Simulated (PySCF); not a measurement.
**Si2H4O3**

Si2H4O3 is a small molecule, neutral, singlet. The structure, one conformer, was relaxed in the gas phase by PBE0-D3(BJ)/def2-SVP. No frequency run checks that it is a minimum.

SMILES: O[SiH]1O[SiH2]O1

Coordinates in Å:
```
O1      0.054    1.062   -0.586
Si2     0.687    0.783    0.962
O3     -0.141   -0.695    1.012
Si4    -0.802   -0.400   -0.522
O5     -0.424   -1.493   -1.680
H6      2.166    0.639    0.983
H7      0.230    1.761    1.982
H8     -2.268   -0.273   -0.558
H9      0.502   -1.714   -1.819
```

Shieldings: GIAO PBE0/pcSseg-2. Shifts are against computed references at the same level: H TMS (σ 31.24 ppm), Si TMS (σ 341.3 ppm). Core levels by delta-SCF with SCAN, pcX-2 on the ionised atom and pcseg-1 elsewhere, spin-free X2C (2p3/2 is the spin-free 2p value less a third of a first-order spin-orbit splitting); from the vacuum level, for chosen atoms.

**Question.** Give the NMR and core-level values of the distinct atoms.

**Answer.** 
| atoms | bonded to | σ (ppm) | δ (ppm) | core level (eV) |
| --- | --- | --- | --- | --- |
| O1 O3 | 2 Si | 185.5 | - | 1s 537.98 |
| Si2 | 2 O + 2 H | 345.2 | -3.9 | 2p3/2 108.49 |
| Si4 | 3 O + 1 H | 376.5 | -35.2 | 2p3/2 108.69 |
| O5 | 1 Si + 1 H | 247.9 | - | 1s 539.28 |
| H6 | 1 Si | 25.74 | 5.50 | - |
| H7 | 1 Si | 25.74 | 5.50 | - |
| H8 | 1 Si | 26.23 | 5.01 | - |
| H9 | 1 O | 28.70 | 2.54 | - |

Values are those of this one static structure; atoms that internal rotation interchanges would show their mean in an NMR spectrum.

**Question.** By CAM-B3LYP/def2-SVPD (TDDFT singlets, Tamm-Dancoff triplets, ionisation by delta-SCF), where does absorption start, and what does vertical ionisation take?

**Answer.** The first singlet with intensity lies at 7.87 eV (f 0.006); what lies below it is dark. The lowest singlet lies at 7.33 eV (f 0.000), the strongest of the first 6 at 8.55 eV (f 0.037), the lowest triplet at 6.89 eV; vertical ionisation takes 11.49 eV.

The 3 runs behind this took 120 s in all, one thread each of Arm Neoverse V2 on a shared host, launched as `OMP_NUM_THREADS=1 python cluster_run.py task.json out`.
